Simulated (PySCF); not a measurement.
germanium monotelluride anion (GeTe), SMILES [Ge]=[Te] (connectivity only; charge and spin as stated), charge -1, multiplicity 2. Coordinates come from a PBE0-D3(BJ)/def2-TZVPD optimisation. The spin state was assumed, not searched. The def2 effective core potentials stand for the cores of Te; spin–orbit coupling is left out.

Level of theory: PBE0-D3(BJ)/def2-TZVPD (PySCF 2.14.0).

Harmonic wavenumbers (cm⁻¹): 271. Rotational constants (GHz): 1.802 (linear); symmetry number 1.

Question: Work out the zero-point energy and the ideal-gas rigid-rotor harmonic-oscillator thermochemistry at 298.15 K and 1 atm.

Answer: ZPE = ½ Σ hcν = ½ × 271 cm⁻¹ = 0.39 kcal/mol. H − E(el) = 2.75 kcal/mol. Entropy in cal/(mol K): translation 41.79, rotation 18.17, vibration 1.59, spin 1.38, total 62.93. G − E(el) = -16.01 kcal/mol. Cp = 8.68 cal/(mol K).
